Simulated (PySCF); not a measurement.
H2Pb2, SMILES [PbH]#[PbH].

Geometry optimised at PBE0-D3(BJ)/def2-TZVP. The def2 effective core potentials stand for the cores of Pb; spin–orbit coupling is left out.

Two levels are set side by side: TDA-PBE/def2-TZVPD (PySCF) and TDA-B3LYP/def2-TZVPD (PySCF). Vertical, same geometry. The lowest singlet is HOMO→LUMO 100 % with PBE and HOMO→LUMO 100 % with the other functional; states are paired by order. Differences are taken from unrounded values.

```
quantity                               TDA-B3LYP  TDA-PBE  TDA-PBE minus TDA-B3LYP
-------------------------------------  ---------  -------  -----------------------
lowest singlet excitation (eV)              1.69     1.71                     0.03
lowest triplet excitation (TDA) (eV)        1.31     1.35                     0.03
first bright state (f over 0.05) (eV)       3.41     3.36                    -0.05
its oscillator strength                     0.06     0.06                     0.00
```

Rough cost on one machine, each run with all the roots and properties that it gave: TDA-B3LYP against TDA-PBE about 3 times.
